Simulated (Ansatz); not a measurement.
**Match the barriers**

Saddle point of SiPNH$_{8}$O, singlet (SiNH₅O ([NH2][SiH2][OH]) + PH₃ → SiPH₅O ([OH][SiH2][PH2]) + NH₃; bonds formed: Si1–P7, N2–H6; bonds broken: Si1–N2, H6–P7), PBE0-D4/def2-TZVP structure:

```
12
angstrom
Si -0.7984 0.3296 0.8635
N -0.1759 -1.3175 0.2189
H -1.6317 -0.1889 1.9834
H -1.7157 0.8777 -0.1508
O 0.3263 1.2006 1.6539
H 0.3096 -0.9000 -0.6488
P 0.9748 1.0506 -1.4026
H -0.8956 -2.0103 0.0176
H 0.5234 -1.7302 0.8328
H 0.9143 1.6435 1.0227
H 0.1588 0.8657 -2.5488
H 2.0101 0.1793 -1.8420
```

Ansatz 0.2.0; basis: def2-TZVPP, with def2-QZVPP for the basis limit; cores frozen in the correlated methods. Extrapolation: Hartree–Fock as exp(−7.88 √X), correlation as X^−2.97. Four methods, as single points on the PBE0-D4 structures, gave these electronic barriers from the start structure: 32.13, 36.16, 43.34, 52.57 kcal/mol.

Question: The methods were, in alphabetical order, BHLYP-D4, HF, PBE-D4, r2SCAN-D4. Which gave which? (A judgement: the text doesn't fix the answer.)

Answer: By the calculation: PBE-D4 32.13; r2SCAN-D4 36.16; BHLYP-D4 43.34; HF 52.57 kcal/mol. For comparison, CCSD(T) at an estimated basis limit (MP2 extrapolated from triple and quadruple zeta, plus CCSD(T) − MP2 in triple zeta) gives 39.82 kcal/mol.

No T1 diagnostic of these runs exceeds 0.013.

Labels in which every atom is bracketed show which atoms are joined, not bond orders.

For scale, one of the runs: CCSD(T)/def2-TZVPP, 258 basis functions, launched by `ansatz run in.yaml --threads 4 --pin off --events-out ev --progress --plain --max-ram 9574MiB`. Time: 2 min of wall clock on 4 CPU threads of an Arm Neoverse V2; the host was shared. Peak host memory: 5.7 GiB.
